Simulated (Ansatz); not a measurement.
`BN(C)[SiH2]N`, charge 0, multiplicity 1.

Question: Give a relaxed structure at PBE0-D4/def2-TZVP (the Gaussian-basis code of Ansatz). (Estimate.)

Answer: Ansatz gave: 
Z-matrix (Å, degrees):
```
C
N 1 1.458
H 1 1.095 2 111.2
H 1 1.095 2 111.2 3 119.9
H 1 1.090 2 109.9 3 -120.0
Si 2 1.761 1 114.0 3 -59.8
B 2 1.392 1 121.6 3 120.1
N 6 1.703 2 116.5 1 -179.9
H 6 1.486 2 106.6 1 -58.7
H 6 1.486 2 106.6 1 58.8
H 7 1.201 2 119.3 1 0.0
H 7 1.198 2 119.7 1 180.0
H 8 1.007 6 120.0 2 71.8
H 8 1.007 6 120.0 2 -71.7
```
Point group Cs.
This is one stationary point; other conformers may exist.
